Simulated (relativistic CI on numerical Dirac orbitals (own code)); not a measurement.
**V+: 3s photoemission**

Computed with this model: Dirac-Coulomb-Breit CI, separate exchange-only KLI orbitals for each configuration, model QED (radiative potential, 1s self-energy scaled to tabulated hydrogen-like ionisation energies), valence Slater integrals scaled by 0.7, multiplet model of photoemission in the sudden approximation; configurations [Ar] 3d4 → [Ne] 3s 3p6 3d4; 80 K; Lorentzian 1.05 eV and Gaussian 0.6 eV FWHM. Energies are those of the free ion, without screening or charge transfer. The energies are binding energies and can lie tens of eV above those of solids. Without intra-shell correlation the exchange splitting of an s hole comes out too large, often by half or more. S is read from ⟨S²⟩ = S(S + 1).

free ion: ground-state S = 2.00, centroid 85.28 eV. Peaks (eV, height): 82.6 (100), 89.4 (67).

Strongest unbroadened transitions for free ion:

```json
{"Energy (eV)": "82.57", "Relative strength": "68.0"}
{"Energy (eV)": "82.58", "Relative strength": "100.0"}
{"Energy (eV)": "85.70", "Relative strength": "0.0"}
{"Energy (eV)": "89.34", "Relative strength": "23.9"}
{"Energy (eV)": "89.35", "Relative strength": "77.1"}
{"Energy (eV)": "89.36", "Relative strength": "9.3"}
{"Energy (eV)": "89.37", "Relative strength": "1.1"}
{"Energy (eV)": "89.78", "Relative strength": "0.3"}
{"Energy (eV)": "89.83", "Relative strength": "0.1"}
```
